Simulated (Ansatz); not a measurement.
Relaxation of BClH₅NS (9 atoms, charge 0, multiplicity 1), to a largest force component of 0.03 eV/Å in at most 50 steps.

The calculation used RKS PBE0/cc-pVDZ (Ansatz 0.2.0).

```xyz
9
Properties=species:S:1:pos:R:3:forces:R:3
B 0.062 -0.156 -0.087 -0.10 -0.52 0.56
Cl -0.068 -0.948 1.567 0.07 0.22 -0.66
N 1.280 -0.208 -0.738 -0.01 -0.01 0.10
H 2.115 -0.575 -0.303 0.04 -0.02 -0.02
H 1.421 0.235 -1.633 0.03 0.01 -0.09
H -0.941 0.263 -0.590 0.00 0.03 0.01
S 0.009 2.643 1.232 -0.20 -0.25 0.45
H 1.236 2.655 1.803 0.01 0.00 -0.01
H -0.390 1.568 2.000 0.17 0.54 -0.34
```

Where does it end, and by what steps?

The run converged. The force dipped under the threshold on the way, but the program's further checks kept it going. After 15 steps the energy has fallen by 0.112 eV; S7 moved furthest, 0.75 Å.

| step | energy less start (eV) | largest force component (eV/Å) | accepted |
| --- | --- | --- | --- |
| 0 | 0.0000 | 0.665 | yes |
| 1 | -0.0720 | 0.499 | yes |
| 2 | -0.0942 | 0.251 | yes |
| 3 | -0.0810 | 0.642 | no |
| 4 | -0.1039 | 0.066 | yes |
| 5 | -0.1058 | 0.149 | yes |
| 6 | -0.1074 | 0.096 | yes |
| 7 | -0.1084 | 0.019 | yes |
| 8 | -0.1091 | 0.087 | yes |
| 9 | -0.1095 | 0.082 | yes |
| 10 | -0.1103 | 0.029 | yes |
| 11 | -0.1107 | 0.058 | yes |
| 12 | -0.1109 | 0.087 | yes |
| 13 | -0.1113 | 0.073 | yes |
| 14 | -0.1115 | 0.025 | yes |
| 15 | -0.1117 | 0.011 | yes |

```xyz
9
Properties=species:S:1:pos:R:3
B 0.146 -0.313 -0.209
Cl 0.087 -0.891 1.481
N 1.310 -0.479 -0.937
H 2.146 -0.906 -0.557
H 1.396 -0.161 -1.893
H -0.834 0.198 -0.678
S -0.164 3.147 1.755
H 1.080 3.036 2.278
H -0.443 1.846 2.014
```

Whether the end is a true minimum wasn't checked by a vibrational analysis.

Time of the run: 34 s on 2 threads of Arm Neoverse V2, on a shared host, peak memory 0.18 GiB.
